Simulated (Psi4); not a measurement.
C$_{2}$H$_{6}$Zn (SMILES [CH3][Zn][CH3]), singlet, at a GFN2-xTB geometry (such geometries of metal compounds can be far from the true shape); Psi4 with BLYP/def2-SVP.

The Psi4 input:
```
memory 2 GB

molecule mol {
0 1
  Zn   -0.000000    0.000000   -0.000000
  C     1.581688    0.227143   -1.271717
  H     2.290515   -0.591644   -1.183046
  H     2.128134    1.145460   -1.074739
  H     1.262090    0.261983   -2.309674
  C    -1.581688   -0.227143    1.271717
  H    -2.128134   -1.145460    1.074739
  H    -2.290515    0.591644    1.183046
  H    -1.262090   -0.261983    2.309674
}

set basis def2-svp
set reference rks
set scf_type pk
set puream true
set d_convergence 1e-8
set dft_radial_points 99
set dft_spherical_points 590

energy('blyp')
print_variables()
```

Question: What does Psi4 print? Leave out banner, timings and long lists.

Answer: 
```
   => Loading Basis Set <=

    Name: DEF2-SVP
    Role: ORBITAL
    Keyword: BASIS

         ---------------------------------------------------------
                                   SCF
               by Justin Turney, Rob Parrish, Andy Simmonett
                          and Daniel G. A. Smith
                              RKS Reference
         ---------------------------------------------------------

  ==> Geometry <==

    Molecular point group: ci
    Full point group: S2

    Geometry (in Angstrom), charge = 0, multiplicity = 1:

       Center              X                  Y                   Z               Mass
    ------------   -----------------  -----------------  -----------------  -----------------
         ZN           0.000000000000     0.000000000000     0.000000000000    63.929142010000
         C            1.581688000000     0.227143000000    -1.271717000000    12.000000000000
         H            2.290515000000    -0.591644000000    -1.183046000000     1.007825032230
         H            2.128134000000     1.145460000000    -1.074739000000     1.007825032230
         H            1.262090000000     0.261983000000    -2.309674000000     1.007825032230
         C           -1.581688000000    -0.227143000000     1.271717000000    12.000000000000
         H           -2.128134000000    -1.145460000000     1.074739000000     1.007825032230
         H           -2.290515000000     0.591644000000     1.183046000000     1.007825032230
         H           -1.262090000000    -0.261983000000     2.309674000000     1.007825032230

  Running in ci symmetry.

  Rotational constants: A =      2.73704  B =      0.12100  C =      0.12100 [cm^-1]
  Rotational constants: A =  82054.34237  B =   3627.47435  C =   3627.47432 [MHz]
  Nuclear repulsion =  158.385998886026243

  Charge       = 0
  Multiplicity = 1
  Electrons    = 48
  Nalpha       = 24
  Nbeta        = 24

  ==> Algorithm <==

  SCF Algorithm Type is PK.
  DIIS enabled.
  MOM disabled.
  Fractional occupation disabled.
  Guess Type is SAD.
  Energy threshold   = 1.00e-06
  Density threshold  = 1.00e-08
  Integral threshold = 1.00e-12

  ==> Primary Basis <==

  Basis Set: DEF2-SVP
    Blend: DEF2-SVP
    Number of shells: 41
    Number of basis functions: 89
    Number of Cartesian functions: 96
    Spherical Harmonics?: true
    Max angular momentum: 3

  ==> DFT Potential <==

   => LibXC <=

    Version 7.1.2
    S. Lehtola, C. Steigemann, M. J. T. Oliveira, and M. A. L. Marques,  SoftwareX 7, 1–5 (2018) (10.1016/j.softx.2017.11.002)

   => Composite Functional: BLYP <=

    BLYP GGA Exchange-Correlation Functional

    P.J. Stephens et. al., J. Phys. Chem., 98, 11623-11627, 1994
    B. Miehlich et. al., Chem. Phys. Lett., 157(3), 200-206 1989

    Deriv               =              1
    GGA                 =           TRUE
    Meta                =          FALSE

    Exchange Hybrid     =          FALSE
    MP2 Hybrid          =          FALSE

   => Exchange Functionals <=

    1.0000     XC_GGA_X_B88

   => Correlation Functionals <=

    1.0000     XC_GGA_C_LYP

   => LibXC Density Thresholds  <==

    XC_GGA_C_LYP:  1.00E-14
    XC_GGA_X_B88:  1.00E-15

   => Molecular Quadrature <=

    Radial Scheme          =       TREUTLER
    Pruning Scheme         =           NONE
    Nuclear Scheme         =       TREUTLER

    Blocking Scheme        =         OCTREE
    BS radius alpha        =              1
    Pruning alpha          =              1
    Radial Points          =             99
    Spherical Points       =            590
    Total Points           =         501630
    Total Blocks           =           3600
    Max Points             =            256
    Max Functions          =             88
    Weights Tolerance      =       1.00E-15

  ==> Integral Setup <==

  Using in-core PK algorithm.
   Calculation information:
      Number of atoms:                   9
      Number of AO shells:              41
      Number of primitives:             83
      Number of atomic orbitals:        96
      Number of basis functions:        89

      Integral cutoff                 1.00e-12
      Number of threads:                 1

  Performing in-core PK
  Using 16044030 doubles for integral storage.
  We computed 317518 shell quartets total.
  Whereas there are 371091 unique shell quartets.

  ==> DiskJK: Disk-Based J/K Matrices <==

    J tasked:                  Yes
    K tasked:                   No
    wK tasked:                  No
    Schwarz Cutoff:          1E-12

  Minimum eigenvalue in the overlap matrix is 1.1814185184E-02.
  Reciprocal condition number of the overlap matrix is 2.4813675326E-03.
    Using symmetric orthogonalization.

  ==> Pre-Iterations <==

  SCF Guess: Superposition of Atomic Densities via on-the-fly atomic UHF (no occupation information).

   -------------------------
    Irrep   Nso     Nmo
   -------------------------
     Ag        44      44
     Au        45      45
   -------------------------
    Total      89      89
   -------------------------

  ==> Iterations <==

                        Total Energy        Delta E     RMS |[F,P]|

   @RKS iter SAD: -1855.47544825254454   -1.85548e+03   0.00000e+00
    Occupation by irrep:
             Ag    Au
    DOCC [    10,   14 ]
    NA   [    10,   14 ]
    NB   [    10,   14 ]

   @RKS iter   1: -1856.74714757232960   -1.27170e+00   3.79825e-02 ADIIS/DIIS
    Occupation by irrep:
             Ag    Au
    DOCC [    13,   11 ]
    NA   [    13,   11 ]
    NB   [    13,   11 ]

   @RKS iter   2: -1811.97147953539388    4.47757e+01   9.42479e-02 ADIIS/DIIS
   @RKS iter   3: -1857.40574048630538   -4.54343e+01   3.86745e-02 ADIIS/DIIS
   @RKS iter   4: -1858.87869446561626   -1.47295e+00   3.10881e-03 ADIIS/DIIS
   @RKS iter   5: -1858.88405622908294   -5.36176e-03   2.98069e-03 ADIIS/DIIS
   @RKS iter   6: -1858.90351157948726   -1.94554e-02   7.70310e-04 ADIIS/DIIS
   @RKS iter   7: -1858.90414849462104   -6.36915e-04   5.43989e-05 DIIS
   @RKS iter   8: -1858.90415164794695   -3.15333e-06   9.80167e-06 DIIS
   @RKS iter   9: -1858.90415175347016   -1.05523e-07   7.74701e-07 DIIS
   @RKS iter  10: -1858.90415175416388   -6.93717e-10   3.17627e-08 DIIS
   @RKS iter  11: -1858.90415175416638   -2.50111e-12   1.92272e-09 DIIS
  Energy and wave function converged.

  ==> Post-Iterations <==

   Electrons on quadrature grid:
      Ntotal   =   48.0000002439 ; deviation = 2.439e-07

    Orbital Energies [Eh]
    ---------------------

    Doubly Occupied:

       1Ag  -345.822987     2Ag   -41.687061     1Au   -36.779289
       2Au   -36.779289     3Au   -36.778635     3Ag    -9.891719
       4Au    -9.891670     4Ag    -4.591640     5Au    -3.030233
       6Au    -3.030233     7Au    -3.026186     5Ag    -0.583967
       8Au    -0.577857     6Ag    -0.398029     7Ag    -0.392596
       8Ag    -0.392596     9Ag    -0.388844    10Ag    -0.388844
       9Au    -0.326913    10Au    -0.326913    11Ag    -0.317621
      12Ag    -0.317621    13Ag    -0.266594    11Au    -0.205492

    Virtual:

      14Ag    -0.015194    12Au     0.031206    13Au     0.031206
      14Au     0.071967    15Ag     0.093447    16Ag     0.129545
      17Ag     0.129546    15Au     0.131669    16Au     0.131669
      18Ag     0.146666    17Au     0.351761    19Ag     0.394485
      20Ag     0.394485    18Au     0.483088    19Au     0.486620
      20Au     0.486620    21Ag     0.528143    21Au     0.631445
      22Ag     0.645929    23Ag     0.645929    22Au     0.656670
      23Au     0.656670    24Ag     0.658774    25Ag     0.799596
      24Au     0.847648    26Ag     1.072125    27Ag     1.072125
      25Au     1.159471    26Au     1.159471    28Ag     1.265981
      29Ag     1.265981    30Ag     1.281386    31Ag     1.372813
      32Ag     1.372813    27Au     1.510979    33Ag     1.510979
      28Au     1.710723    29Au     1.710723    30Au     1.731922
      34Ag     1.742617    35Ag     1.742618    31Au     1.887797
      32Au     1.887797    36Ag     1.928260    37Ag     1.928261
      38Ag     1.978718    33Au     2.193014    39Ag     2.285720
      34Au     2.390163    35Au     2.390163    40Ag     2.391687
      41Ag     2.391688    36Au     2.613935    42Ag     2.656228
      43Ag     2.870236    44Ag     2.870237    37Au     2.880589
      38Au     2.880589    39Au     6.411391    40Au     6.411395
      41Au     6.414809    42Au     6.414809    43Au     6.418924
      44Au     6.418924    45Au     6.424169

    Final Occupation by Irrep:
             Ag    Au
    DOCC [    13,   11 ]
    NA   [    13,   11 ]
    NB   [    13,   11 ]

  @RKS Final Energy: -1858.90415175416638

   => Energetics <=

    Nuclear Repulsion Energy =            158.3859988860262433
    One-Electron Energy =               -2902.7494509297393961
    Two-Electron Energy =                 969.6133802775166259
    DFT Exchange-Correlation Energy =     -84.1540799879699080
    Empirical Dispersion Energy =           0.0000000000000000
    VV10 Nonlocal Energy =                  0.0000000000000000
    Total Energy =                      -1858.9041517541663779

Computation Completed

Properties will be evaluated at   0.000000,   0.000000,   0.000000 [a0]

Properties computed using the SCF density matrix

 Multipole Moments:

 ------------------------------------------------------------------------------------
     Multipole            Electronic (a.u.)      Nuclear  (a.u.)        Total (a.u.)
 ------------------------------------------------------------------------------------

 L = 1.  Multiply by 2.5417464519 to convert [e a0] to [Debye]
 Dipole X            :          0.0000000            0.0000000            0.0000000
 Dipole Y            :          0.0000000            0.0000000            0.0000000
 Dipole Z            :          0.0000000           -0.0000000           -0.0000000
 Magnitude           :                                                    0.0000000

 ------------------------------------------------------------------------------------

  Variable Map:
  ----------------------------------------------------------------------------
  "CURRENT ENERGY"              =>   -1858.904151754166
  "CURRENT REFERENCE ENERGY"    =>   -1858.904151754166
  "DD SOLVATION ENERGY"         =>       0.000000000000
  "DFT FUNCTIONAL TOTAL ENERGY" =>   -1858.904151754166
  "DFT TOTAL ENERGY"            =>   -1858.904151754166
  "DFT VV10 ENERGY"             =>       0.000000000000
  "DFT XC ENERGY"               =>     -84.154079987970
  "GRID ELECTRONS ALPHA"        =>      24.000000121927
  "GRID ELECTRONS BETA"         =>      24.000000121927
  "GRID ELECTRONS TOTAL"        =>      48.000000243854
  "NUCLEAR REPULSION ENERGY"    =>     158.385998886026
  "ONE-ELECTRON ENERGY"         =>   -2902.749450929739
  "PCM POLARIZATION ENERGY"     =>       0.000000000000
  "PE ENERGY"                   =>       0.000000000000
  "SCF ITERATION ENERGY"        =>   -1858.904151754166
  "SCF ITERATIONS"              =>      11.000000000000
  "SCF TOTAL ENERGY"            =>   -1858.904151754166
  "TWO-ELECTRON ENERGY"         =>     969.613380277517
  "XC GRID RADIAL POINTS"       =>      99.000000000000
  "XC GRID SPHERICAL POINTS"    =>     590.000000000000
  "XC GRID TOTAL POINTS"        =>  501630.000000000000

  Array Variable Map:
  ----------------------------------------------------------------------------
  "CURRENT DIPOLE"              =>       0.000000000000 ... -0.000000000000 1 by 3
  "SCF DIPOLE"                  =>       0.000000000000 ... -0.000000000000 1 by 3
  "SCF TOTAL ENERGIES"          =>   -1855.475448252545 ... -1858.904151754166 1 by 12
```
